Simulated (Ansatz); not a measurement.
`BCC(F)Cl` and `FCCl` differ in one atom or group.

Ansatz, PBE0-D4/def2-TZVP geometries, multiplicity 1. Each molecule was computed in one conformer, which needn't be the lowest.

```
                                          property  `BCC(F)Cl`
                 LUMO energy (PBE/def2-TZVPP) / eV       -2.82
              HOMO–LUMO gap (PBE0/def2-TZVPP) / eV        6.88
               HOMO–LUMO gap (PBE/def2-TZVPP) / eV        4.39
size of the dipole moment (ωB97M-V/def2-TZVPP) / D        1.98
  size of the dipole moment (B3LYP/def2-TZVPP) / D        2.00
    size of the dipole moment (PBE/def2-TZVPP) / D        1.86
```

Q: Give the same properties after the change, and the shifts. (An estimate is asked.)

A: Computed: 
```tsv
property	`FCCl`	shift
LUMO energy (PBE/def2-TZVPP) / eV	-0.41	2.41
HOMO–LUMO gap (PBE0/def2-TZVPP) / eV	9.53	2.65
HOMO–LUMO gap (PBE/def2-TZVPP) / eV	6.93	2.54
size of the dipole moment (ωB97M-V/def2-TZVPP) / D	1.78	-0.20
size of the dipole moment (B3LYP/def2-TZVPP) / D	1.78	-0.22
size of the dipole moment (PBE/def2-TZVPP) / D	1.68	-0.18
```

With PBE0 the HOMO falls by 0.17 eV and the LUMO rises by 2.48 eV, so the gap widens by about 2.65 eV. PBE moves the HOMO by -0.13 eV and ωB97M-V by -0.19 eV. Dipoles are sizes alone; their direction can turn.

B3LYP here is the variant with VWN-RPA as its local correlation; programs differ in this.
